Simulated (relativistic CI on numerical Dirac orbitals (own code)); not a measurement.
Calculated at this level of theory: Dirac-Coulomb-Breit CI, separate exchange-only KLI orbitals for each configuration, QED by a radiative potential, unscaled Slater integrals (own radial code, finite nucleus).

Configurations in the expansion (outside the closed core [Ne]): 3s2.3p6, 3s2.3p5.3d, 3s.3p6.3d, 3s2.3p5.4s, 3s2.3p5.4p, 3s2.3p5.4d, 3s.3p6.4s, 3p6.3d.4p, 3s2.3p5.4f, 3s.3p6.4p, 3s.3p6.4d, 3s.3p6.4f, 3s2.3p5.5s, 3s2.3p5.5p, 3s2.3p5.5d, 3s2.3p5.5f, 3s2.3p5.5g, 3s.3p6.5s, 3s.3p6.5p, 3s.3p6.5d, 3s.3p6.5f, 3p6.3d2, 3p5.3d3, 3p5.3d2.4s, 3p5.3d2.4p, 3p5.3d2.4d, 3p6.3d.4s, 3p5.3d.4s2, 3p5.3d.4s.4p, 3p5.3d.4s.4d, 3p6.4s2, 3p5.4s2.4p, 3p5.4s2.4d. Double excitations out of closed p, d and f shells are left out; levels of such configurations are missing from the list, as are those of other unlisted configurations, and high levels can miss mixing partners. These lack a partner that the ground configuration has and come out too high: 3s2.3p5.4f, 3s2.3p5.5s, 3s2.3p5.5p, 3s2.3p5.5d, 3s2.3p5.5f.

At this charge energies of transitions that change n are usually good to better than 1 %, and those within a shell (Δn = 0) to a few per cent.

Outline of the computed level scheme of W LVII. Lowest level of each configuration: 3s2.3p6 1S_0 at 0.00 eV; 3s2.3p5.3d 3P°_0 at 237.13 eV; 3s.3p6.3d 3D_1 at 813.79 eV; 3p6.3d2 3F_2 at 1644.79 eV; 3p5.3d3 3D°_2 at 1884.13 eV.

Some strong electric-dipole decays among the lowest 45 levels: 3s2.3p5.3d 1P°_1 → 3s2.3p6 1S_0 (4.2e+12 s⁻¹); 3s.3p6.3d 3D_2 → 3s2.3p5.3d 3F°_3 (3.1e+12 s⁻¹); 3s.3p6.3d 3D_3 → 3s2.3p5.3d 3F°_4 (2.9e+12 s⁻¹); 3s.3p6.3d 3D_1 → 3s2.3p5.3d 3D°_2 (1.8e+12 s⁻¹); 3s.3p6.3d 1D_2 → 3s2.3p5.3d 1D°_2 (1.8e+12 s⁻¹); 3s.3p6.3d 3D_1 → 3s2.3p5.3d 3P°_1 (1.7e+12 s⁻¹); 3s.3p6.3d 3D_3 → 3s2.3p5.3d 3D°_3 (1.1e+12 s⁻¹); 3s.3p6.3d 3D_2 → 3s2.3p5.3d 3D°_2 (1.1e+12 s⁻¹).

LS names give the leading component of a level, which can be under half, so a name can repeat, a term be missing and a line seem to break the LS rules.
